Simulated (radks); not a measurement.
The numbers below are computed, except where a source is named.
Tm3+, configuration [Kr] 4d10 4f12 5p6 6s2 (not the ground configuration). Level of theory: Dirac Kohn-Sham, exchange-only PBE, spin-unpolarised, spherical densities, finite nucleus; open shells are shared between the two j in proportion to 2j + 1; Fermi nuclear charge, rms radius 5.2256 fm (a radial shooting solver on a logarithmic mesh with Libxc functionals).

Spin-orbit splittings of the eigenvalues, e(l+1/2) - e(l-1/2), with zeta = 2 splitting/(2l+1) and mean radii in bohr:

shell  occ.  splitting (eV)  zeta (eV)  <r> j=l-1/2  <r> j=l+1/2
2p        6               ?          ?      0.07007      0.07746
3p        6           207.0      138.0       0.2103       0.2241
3d       10           45.25      18.10       0.1973       0.2016
4p        6           46.78      31.19       0.5059       0.5377
4d       10           8.533      3.413       0.5637       0.5748
4f       12           1.308     0.3738       0.7185       0.7291
5p        6           6.925      4.617        1.298        1.384
5d        0          0.7404     0.2962        1.841        1.878

Estimate the 2p splitting.

Answer. 980.3 eV (zeta = 653.5 eV).
